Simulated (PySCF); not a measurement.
The numbers are results of ωB97X-D3(BJ)/def2-TZVP // PBE0-D3(BJ)/def2-TZVP (PySCF 2.14.0), not measurements. Isolated molecules, 0 K electronic values unless said otherwise. One relaxed conformer stands for a flexible species; it need not be the lowest. Excitations are Tamm–Dancoff values on a coarser integration grid. The basis has no diffuse functions, so Rydberg states are missing or too high.

Reference species (SMILES): `[C-]#[N+]C=C=C` (neutral, multiplicity 1).

The brightest of the four lowest singlets (TDA) is 6.95 eV and the S1–T1 gap (TDA) is 1.50 eV. The T1 excitation (TDA) comes out as 4.23 eV and the HOMO–LUMO gap comes out as 11.31 eV.

After one change: the brightest of the four lowest singlets (TDA) stays essentially unchanged; the S1–T1 gap (TDA) decreases by 1.15 eV; the T1 excitation (TDA) rises by 0.09 eV; the HOMO–LUMO gap drops by 0.89 eV.

**Question.** Name the change that produced these shifts. The new species is one of these.
(A) `C=C=C[SeH]`
(B) `C=C=CCO`
(C) `C=C=CNC`
(D) `C=C=CO[SiH3]`

**Answer.** C, `C=C=CNC`
